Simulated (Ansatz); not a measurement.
```yaml
crystal:
  periodic: [false, false, false]
  atoms:
    - {symbol: C, position_ang: [2.171357, 1.463992, -0.979635]}
    - {symbol: C, position_ang: [1.725073, 0.591838, 0.184839]}
    - {symbol: P, position_ang: [0.003252, 0.007282, 0.013744]}
    - {symbol: Al, position_ang: [-0.473527, -1.069288, -2.136334]}
    - {symbol: C, position_ang: [-1.021550, 1.481907, 0.346730]}
    - {symbol: C, position_ang: [-2.510650, 1.216755, 0.179262]}
    - {symbol: C, position_ang: [-0.263019, -1.077972, 1.458388]}
    - {symbol: C, position_ang: [0.458584, -2.412194, 1.335885]}
    - {symbol: H, position_ang: [3.218076, 1.751364, -0.861891]}
    - {symbol: H, position_ang: [2.071338, 0.931642, -1.927679]}
    - {symbol: H, position_ang: [1.583794, 2.381587, -1.049359]}
    - {symbol: H, position_ang: [2.347474, -0.305749, 0.238186]}
    - {symbol: H, position_ang: [1.827044, 1.115398, 1.141616]}
    - {symbol: H, position_ang: [0.910189, -1.853046, -2.368184]}
    - {symbol: H, position_ang: [-0.739906, 0.228918, -3.045375]}
    - {symbol: H, position_ang: [-1.753572, -1.951034, -1.727801]}
    - {symbol: H, position_ang: [-0.696501, 2.245588, -0.365345]}
    - {symbol: H, position_ang: [-0.789702, 1.853879, 1.350630]}
    - {symbol: H, position_ang: [-2.732293, 0.851855, -0.825679]}
    - {symbol: H, position_ang: [-3.081871, 2.133248, 0.339944]}
    - {symbol: H, position_ang: [-2.874082, 0.473112, 0.891284]}
    - {symbol: H, position_ang: [0.036975, -0.540220, 2.364343]}
    - {symbol: H, position_ang: [-1.342342, -1.242426, 1.521052]}
    - {symbol: H, position_ang: [0.234743, -3.047363, 2.195256]}
    - {symbol: H, position_ang: [1.542268, -2.286286, 1.292843]}
    - {symbol: H, position_ang: [0.148828, -2.942798, 0.433279]}
basis:
  gaussian: {orbitals: aug-pcseg-2, fitting: {mean_field: def2-universal-jkfit}}
total_charge: 1
magnetization: {spin_polarized: true, initial_magnetization: 1}
hamiltonian: {xc: {name: HF}}
correlation: {method: mp2, frozen_orbitals: {C: 9}}
output: {forces: true}
```

```sh
$ ansatz run in.yaml --threads 4 --pin off --events-out ev --progress --plain --max-ram 46080MiB --backend cuda --devices 0, --max-vram 37GiB
```

(1) How does Ansatz answer? (Estimate.)

## Answers

(1) The calculation gave: The input was rejected before any iteration.
```
Functional definition: HF
Error: "frozen_orbitals" has no count for P
```
